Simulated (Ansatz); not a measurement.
These are B3LYP-D3(BJ)/def2-TZVP run with Ansatz (an electronic-structure program) values and carry that method's errors. No frequencies were computed at this level.

Ansatz 0.2 input:
```yaml
crystal:
  periodic: [false, false, false]
  atoms:
    - { symbol: N, position_ang: [1.653362, -0.301547, -0.215606] }
    - { symbol: C, position_ang: [0.437276, -0.34599, -0.010426] }
    - { symbol: C, position_ang: [-0.905349, 0.188786, 0.158648] }
    - { symbol: O, position_ang: [-0.513349, -1.212496, 0.231942] }
    - { symbol: H, position_ang: [2.047507, 0.61938, -0.371506] }
    - { symbol: H, position_ang: [-1.509059, 0.436867, -0.703712] }
    - { symbol: H, position_ang: [-1.210387, 0.615001, 1.104677] }
basis:
  gaussian: { orbitals: def2-tzvp }
hamiltonian:
  xc: b3lyp
  dispersion: d3bj
relax:
  max_steps: 150
```

Output:

```
Functional definition: B3LYP
798 factors; their error is unknown
mean field evaluation 1: about -5653.3961 eV, gradient 5.9e1 eV
mean field evaluation 2: about -5647.8559 eV, gradient 7.6e1 eV
mean field evaluation 4: about -5660.0773 eV, gradient 4.3e0 eV
mean field evaluation 8: about -5660.1076 eV, gradient 5.1e-1 eV
mean field evaluation 16: about -5660.1079 eV, gradient 1.3e-5 eV
mean field -5660.10789345 eV, -208.0051285252 hartree, gradient 1.3e-5 eV, S^2 0.000000; 0 other end points of the search recorded, 0 dependent functions left out
reference -5660.10810278 eV, -208.0051362181 hartree; 15, 15 occupied and 127, 127 virtual orbitals, 798 factors
relax step   1: F+E_penalty+E_count = -5660.27644961 eV  Δ(F+E_penalty+E_count) = +0.000e0 eV  max|allowed force component| = 1.869e0 eV/Å  Δτ_max = 0.0000 Å  (28 SCF iters, accepted)
these checks for a lower state are left out or cut short: starts, cluster_reference, orbital_swaps, neighbouring_geometries, increment
798 factors; their error is unknown
mean field -5660.15177423 eV, -208.0067411142 hartree, gradient 2.4e-5 eV, S^2 0.000000; 0 other end points of the search recorded, 0 dependent functions left out
reference -5660.15198340 eV, -208.0067488010 hartree; 15, 15 occupied and 127, 127 virtual orbitals, 798 factors
relax step   2: F+E_penalty+E_count = -5660.32018832 eV  Δ(F+E_penalty+E_count) = -4.374e-2 eV  max|allowed force component| = 1.156e0 eV/Å  Δτ_max = 0.0125 Å  (33 SCF iters, accepted)
these checks for a lower state are left out or cut short: starts, cluster_reference, orbital_swaps, neighbouring_geometries, increment
798 factors; their error is unknown
mean field -5660.18207659 eV, -208.0078547056 hartree, gradient 2.4e-5 eV, S^2 0.000000; 0 other end points of the search recorded, 0 dependent functions left out
reference -5660.18228479 eV, -208.0078623568 hartree; 15, 15 occupied and 127, 127 virtual orbitals, 798 factors
relax step   3: F+E_penalty+E_count = -5660.35070373 eV  Δ(F+E_penalty+E_count) = -3.052e-2 eV  max|allowed force component| = 7.790e-2 eV/Å  Δτ_max = 0.0252 Å  (32 SCF iters, accepted)
these checks for a lower state are left out or cut short: starts, cluster_reference, orbital_swaps, neighbouring_geometries, increment
798 factors; their error is unknown
mean field evaluation 32: about -5660.1877 eV, gradient 5.6e-1 eV
mean field -5660.18234915 eV, -208.0078647220 hartree, gradient 2.3e-5 eV, S^2 0.000000; 0 other end points of the search recorded, 0 dependent functions left out
reference -5660.18255739 eV, -208.0078723746 hartree; 15, 15 occupied and 127, 127 virtual orbitals, 798 factors
relax step   4: F+E_penalty+E_count = -5660.35090004 eV  Δ(F+E_penalty+E_count) = -1.963e-4 eV  max|allowed force component| = 3.910e-2 eV/Å  Δτ_max = 0.0038 Å  (34 SCF iters, accepted)
these checks for a lower state are left out or cut short: starts, cluster_reference, orbital_swaps, neighbouring_geometries, increment
798 factors; their error is unknown
mean field -5660.18235925 eV, -208.0078650932 hartree, gradient 2.3e-5 eV, S^2 0.000000; 0 other end points of the search recorded, 0 dependent functions left out
reference -5660.18256750 eV, -208.0078727459 hartree; 15, 15 occupied and 127, 127 virtual orbitals, 798 factors
relax step   5: F+E_penalty+E_count = -5660.35092022 eV  Δ(F+E_penalty+E_count) = -2.018e-5 eV  max|allowed force component| = 7.142e-3 eV/Å  Δτ_max = 0.0005 Å  (33 SCF iters, accepted)
798 factors; their error is unknown
mean field evaluation 64: about -5660.1824 eV, gradient 8.6e-4 eV
mean field -5660.18235925 eV, -208.0078650932 hartree, gradient 2.3e-5 eV, S^2 0.000000; 1 other end points of the search recorded, 0 dependent functions left out
reference -5660.18256750 eV, -208.0078727459 hartree; 15, 15 occupied and 127, 127 virtual orbitals, 798 factors
Total energy: -5660.35112846 eV, -208.0140672472 hartree
Atom 0 at     1.665909    -0.323865    -0.215477 Å, force    -0.004173    -0.003282     0.000699 eV/Å
Atom 1 at     0.435933    -0.317183    -0.013010 Å, force     0.002841     0.007142    -0.001328 eV/Å
Atom 2 at    -0.900481     0.202158     0.156533 Å, force     0.004683    -0.006402    -0.000305 eV/Å
Atom 3 at    -0.497213    -1.240404     0.232014 Å, force    -0.000757     0.004238     0.000000 eV/Å
Atom 4 at     2.019692     0.616936    -0.366698 Å, force    -0.000153    -0.000787     0.000417 eV/Å
Atom 5 at    -1.511562     0.441926    -0.705828 Å, force    -0.001305    -0.000479    -0.000206 eV/Å
Atom 6 at    -1.212277     0.620433     1.106482 Å, force    -0.001137    -0.000429     0.000722 eV/Å
Dipole moment:    -0.376563     0.652397    -0.002102 e Å
```

Cost: around 21 core-seconds (rough).
